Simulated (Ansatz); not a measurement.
`[SiH3][SiH2]O[SiH2]S` + `[NH2][GeH3]` → `[SiH3][SiH2][NH][GeH3]` + `O[SiH2]S`  (ligand exchange at the Si–O bond)

Isolated molecules relaxed with PBE0-D4/def2-TZVP in Ansatz; ΔE leaves out vibrations. CBS: MP2 limit from def2 TZ/QZ plus the TZ coupled-cluster correction, frozen cores. DFT in def2-TZVPP. B3LYP here is the variant with VWN-RPA as its local correlation; programs differ in this. For Ge outer-core shells are correlated without core-valence functions, which leaves a few kJ/mol of doubt a bond. Scalar relativity is left out up to krypton. One conformer a species, not always the lowest.

```tsv
level	ΔE (kcal/mol)	difference from CCSD(T)/CBS
r2SCAN-D4	11.0	0.3
B3LYP-D4	11.8	1.1
ωB97M-V	10.8	0.1
B2PLYP	10.8	0.1
r2SCAN	10.8	0.1
HF/def2-TZVPP	12.4	1.7
SCS-MP2/def2-TZVPP	10.8	0.1
CCSD/def2-TZVPP	10.8	0.1
CCSD(T)/def2-TZVPP	10.5	-0.2
MP2/def2-QZVPP	10.5	-0.2
CCSD(T)/CBS	10.7	0
```

Largest T1 diagnostic among the species: 0.012.

In def2-TZVPP, CCSD(T) changes the Hartree–Fock value by −1.9 kcal/mol (the triples alone add −0.2 kcal/mol) and MP2 by −2.2 kcal/mol. The D4 term adds +1.0 kcal/mol with B3LYP and +0.6 kcal/mol with PBE0; it sums over pairs of atoms, weighted by their polarisabilities, and B3LYP, whose exchange is more repulsive, gets the larger term.
